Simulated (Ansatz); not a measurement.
Consider the formal exchange of groups at a B–O bond: `COB1C[SiH2]1` + CH₄ → `CB1C[SiH2]1` + CH₃OH.

Computed with Ansatz on PBE0-D4/def2-TZVP structures; ΔE is electronic, products minus reactants. CCSD(T)/CBS adds triple-zeta CCSD(T) − MP2 to the extrapolated MP2 energy (def2 sets, frozen cores). This one scheme is used for every species. Functionals use def2-TZVPP. B3LYP here is the variant with VWN-RPA as its local correlation; programs differ in this. Each species was taken in one conformer, which may not be the lowest.

CCSD(T)/CBS gives +131.3 kJ/mol.

(1) Another level gave +134.4 kJ/mol. Which?
A. HF/def2-TZVPP
B. r2SCAN/def2-TZVPP
C. PBE0/def2-TZVPP
D. B3LYP-D4/def2-TZVPP

Largest T1 diagnostic among the species: 0.014.

## Answers

(1) B. r2SCAN 134.4, B3LYP-D4 138.8, HF/def2-TZVPP 144.9, PBE0 129.3 kJ/mol.

In def2-TZVPP, CCSD(T) changes the Hartree–Fock value by −11.0 kJ/mol (the triples alone add −0.9 kJ/mol) and MP2 by −11.9 kJ/mol.
